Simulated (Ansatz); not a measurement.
Two isomers of CH6BClOSi: A = `COB([SiH3])Cl`, B = `OB(Cl)C[SiH3]`.

Gas-phase electronic energies from Ansatz, PBE0-D4/def2-TZVP geometries. CCSD(T)/CBS adds triple-zeta CCSD(T) − MP2 to the extrapolated MP2 energy (def2 sets, frozen cores). Functionals use def2-TZVPP. B3LYP here is the variant with VWN-RPA as its local correlation; programs differ in this. One conformer a species, not always the lowest.

Problem. Which is lower in electronic energy at CCSD(T)/CBS, and by how much? (Estimate.)

Solution. The calculation gave: B, by 30.8 kcal/mol.

Problem. Give E(B) − E(A) in kcal/mol with B3LYP-D4, ωB97M-V, r2SCAN-D4, CCSD/def2-TZVPP, B3LYP, B2PLYP, PBE0-D4. (Estimate.)

Solution. Ansatz gave: B3LYP-D4 -28.6, ωB97M-V -31.7, r2SCAN-D4 -30.6, CCSD/def2-TZVPP -30.7, B3LYP -28.1, B2PLYP -29.7, PBE0-D4 -30.0. None reverses the order clearly.

Largest T1 diagnostic: 0.013.

From PBE to PBE0 (25 % exact exchange), in def2-TZVPP and without D4, E(B) − E(A) moves by −1.9 kcal/mol.
